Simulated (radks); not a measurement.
Task: Valence configurations of Tc II (all share [Kr]). Method: Dirac Kohn-Sham, LDA (Slater exchange, Perdew-Wang correlation), spin-unpolarised, spherical densities, finite nucleus; open shells are shared between the two j in proportion to 2j + 1; Fermi nuclear charge, rms radius 4.4112 fm; computed with a radial shooting solver on a logarithmic mesh with Libxc functionals. Order these by energy: 4d4 5s2; 4d5 5s0.5 5p0.5; 4d5.5 5p0.5; 4d5.5 5s0.5; 4d4.5 5s1 5p0.5; 4d6; 4d3.5 5s1 5p1.5; 4d5 5p1; 4d4 5s1 5p1; 4d5 5s1.

Result: From the lowest, in eV above it: 4d6 0.000; 4d5.5 5s0.5 0.776; 4d5 5s1 1.889; 4d5.5 5p0.5 3.011; 4d5 5s0.5 5p0.5 4.214; 4d4 5s2 5.266; 4d4.5 5s1 5p0.5 5.795; 4d5 5p1 6.564; 4d4 5s1 5p1 10.329; 4d3.5 5s1 5p1.5 15.531. NIST lists [Kr] 4d5 5s1 as the ground configuration; this level of theory puts 4d6 lower, by 1.889 eV. The energies are those of spherical spin-averaged densities, not of single terms.
